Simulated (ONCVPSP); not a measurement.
An all-electron radial function and its pseudo partner (Li (Z = 3))

Columns: radius, all-electron u(r) and pseudo u(r) of the 1s shell (level -52.06 eV) of lithium in the configuration 1s2 2s1; BLYP, non-relativistic, ONCV scheme, ONCVPSP 4.0.1.

```
r (bohr)  all-electron  pseudo
   0.053        0.4213  0.2510
   0.105        0.7146  0.4857
   0.158        0.9195  0.7023
   0.210        1.0505  0.8842
   0.262        1.1288  1.0297
   0.315        1.1682  1.1374
   0.368        1.1771  1.2039
   0.420        1.1643  1.2319
   0.473        1.1354  1.2270
   0.525        1.0960  1.1955
   0.578        1.0483  1.1432
   0.630        0.9968  1.0787
   0.683        0.9415  1.0058
   0.735        0.8862  0.9323
   0.788        0.8298  0.8592
   0.840        0.7755  0.7919
   0.893        0.7216  0.7290
   0.945        0.6708  0.6732
   0.998        0.6213  0.6217
   1.050        0.5753  0.5753
   1.102        0.5318  0.5318
   1.155        0.4902  0.4902
   1.208        0.4512  0.4512
   1.260        0.4154  0.4155
   1.313        0.3815  0.3815
   1.365        0.3506  0.3506
```

(1) How many radial nodes do the two functions have?

(2) At about which radius was the pseudo-wave matched?

(3) Is the pseudo-wave norm-conserving?

## Answers

(1) The all-electron 1s function has n − l − 1 = 0; the pseudo-wave has 0.

(2) 1.05 bohr, where the columns begin to agree (steps of 0.05 bohr).

(3) Yes: the ONCV scheme keeps the norm inside the radius equal to the all-electron one, which fixes the energy derivative of the logarithmic derivative at the level.
